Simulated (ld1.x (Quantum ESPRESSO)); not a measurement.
# Re: variants of one TM semilocal potential

Base potential:

rhenium, norm-conserving Troullier–Martins (semilocal form), made with ld1.x (Quantum ESPRESSO) 7.5 (PBE, scalar-relativistic). Core [Kr] 4d10, reference 4f14 5s2 5p6 5d4 6s0 6p0 (charge +3). Waves: 5s (bound): rc 1.70 bohr; 5p (bound): rc 1.80 bohr; 4f (bound): rc 0.90 bohr; 5d (bound): rc 2.05 bohr. Local part: the d channel. Core correction: a·sin(br)/r model core inside 0.90 bohr.

Cutoffs, loose and tight: the cutoffs (Ry, on a coarse ladder) from which the occupation-weighted sum of valence levels, in a spherical-Bessel basis at the reference potential, stays within 10 and 1 mRy of its value at 400 Ry. They do not see the model core or the augmentation charge, which bear on the density cutoff. Test errors are all-electron minus pseudo excitation energies from the reference, over the configurations 4f14 5s2 5p6 5d5 6s2 6p0; 4f14 5s2 5p6 5d5 6s1 6p0; 4f14 5s2 5p6 5d5 6s0 6p0; 4f14 5s2 5p6 5d5.5 6s1.5 6p0; 4f14 5s2 5p6 5d6 6s1 6p0; 4f14 5s2 5p6 5d5 6s0 6p2; 4f14 5s2 5p6 5d5 6s1 6p1. A dash means not determined; rows that change the core or the reference have their own tests. The largest error is taken over the tests solved by every variant that gives reliable tests at all: 4f14 5s2 5p6 5d5 6s0 6p0; 4f14 5s2 5p6 5d5 6s0 6p2; 4f14 5s2 5p6 5d5 6s1 6p0; 4f14 5s2 5p6 5d5 6s1 6p1; 4f14 5s2 5p6 5d5.5 6s1.5 6p0; 4f14 5s2 5p6 5d6 6s1 6p0.

A true bound ghost makes a file unfit for plane-wave use even where its test errors are small: the radial tests pick states by their node count and pass the ghost by. Where a test does run into it, the solver fails or the error is huge.

Cutoffs are not given where the Bessel-basis levels miss the radial ones by over 6 mRy, ghosts where they miss by over 20 mRy; a channel whose overlap is not positive is not tested.

A semilocal file is local in each channel, so a ghost entry of none says nothing of the separable form that plane-wave codes build from it.

```csv
change,outcome,bound ghosts,largest test error (meV)
base,generated,not determined,+3408
wave 5s (bound): rc 1.70 bohr becomes 5s (bound): rc 1.18 bohr,generated,not determined,+336
wave 5s (bound): rc 1.70 bohr becomes 5s (bound): rc 1.88 bohr,generated,not determined,+5705
```

(1) What comes out with this change to the base: wave 5s (bound): rc 1.70 bohr becomes 5s (bound): rc 1.36 bohr?

(2) What comes out with this change to the base: wave 5s (bound): rc 1.70 bohr becomes 5s (bound): rc 2.56 bohr?

(3) What comes out with this change to the base: wave 5s (bound): rc 1.70 bohr becomes 5s (bound): rc 2.30 bohr?

## Answers

(1) outcome: generated; bound ghosts: not determined; largest test error (meV): +695.

(2) outcome: generated; bound ghosts: s; largest test error (meV): +11275.

(3) outcome: generated; bound ghosts: s; largest test error (meV): -10436.

Reading the sweep of the s radius (base included, trends over the rows without a ghost): Bound ghosts are found at 2.3, 2.56 bohr. Every judged row has one, so this setting neither creates nor removes them.
